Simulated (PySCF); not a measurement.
Geometry (Å), atoms numbered from 1 in this order:
```xyz
17

B     3.0957    0.0778    0.5187
N     1.8606   -0.1305   -0.1411
B     0.5585    0.0694    0.4076
C    -0.7593   -0.1646   -0.4252
C    -1.6825   -1.1542    0.2903
C    -1.4619    1.1815   -0.6380
H     4.1299   -0.1224   -0.0768
H     3.0897    0.4555    1.6651
H     1.9021   -0.4492   -1.1063
H     0.4947    0.4503    1.5569
H    -0.5066   -0.5800   -1.4199
H    -2.6144   -1.3130   -0.2784
H    -1.2084   -2.1389    0.4300
H    -1.9644   -0.7802    1.2880
H    -0.8289    1.9006   -1.1821
H    -2.3925    1.0557   -1.2169
H    -1.7333    1.6435    0.3255
```

Geometry: PBE0-D3(BJ)/def2-SVP; GIAO absolute shieldings from PySCF 2.14.0 with density-fitted response routines, gas phase, non-relativistic, averaged over equivalent atoms.

At PBE0/pcSseg-1 (157 basis functions, 12 s wall time on 1 thread of an Arm Neoverse V2, shared host):
```json
{"atoms": "B3", "σ (ppm)": "42.9"}
{"atoms": "B1", "σ (ppm)": "48.4"}
{"atoms": "N2", "σ (ppm)": "74.6"}
{"atoms": "C4", "σ (ppm)": "159.1"}
{"atoms": "C5/C6", "σ (ppm)": "165.5"}
{"atoms": "H9", "σ (ppm)": "24.31"}
{"atoms": "H7/H8", "σ (ppm)": "25.72"}
{"atoms": "H10", "σ (ppm)": "25.88"}
{"atoms": "H12/H13/H14/H15/H16/H17", "σ (ppm)": "30.27"}
{"atoms": "H11", "σ (ppm)": "30.50"}
```

Task: Predict the values at B3LYP/pcSseg-2 on the same geometry.

Result: 
```json
{"atoms": "B3", "σ at B3LYP/pcSseg-2": "36.9", "change": "-6.0"}
{"atoms": "B1", "σ at B3LYP/pcSseg-2": "43.2", "change": "-5.2"}
{"atoms": "N2", "σ at B3LYP/pcSseg-2": "68.1", "change": "-6.5"}
{"atoms": "C4", "σ at B3LYP/pcSseg-2": "150.4", "change": "-8.7"}
{"atoms": "C5/C6", "σ at B3LYP/pcSseg-2": "159.0", "change": "-6.5"}
{"atoms": "H9", "σ at B3LYP/pcSseg-2": "24.52", "change": "+0.21"}
{"atoms": "H7/H8", "σ at B3LYP/pcSseg-2": "25.97", "change": "+0.25"}
{"atoms": "H10", "σ at B3LYP/pcSseg-2": "26.11", "change": "+0.23"}
{"atoms": "H12/H13/H14/H15/H16/H17", "σ at B3LYP/pcSseg-2": "30.37", "change": "+0.10"}
{"atoms": "H11", "σ at B3LYP/pcSseg-2": "30.51", "change": "+0.01"}
```

The largest change is at C4 (sp3 CH bonded to B). Cost: 370 basis functions, 50 s wall time on 1 thread of an Arm Neoverse V2, shared host.

A carbon bonded to boron is broadened by the quadrupolar boron nucleus and is often missing from a measured spectrum.
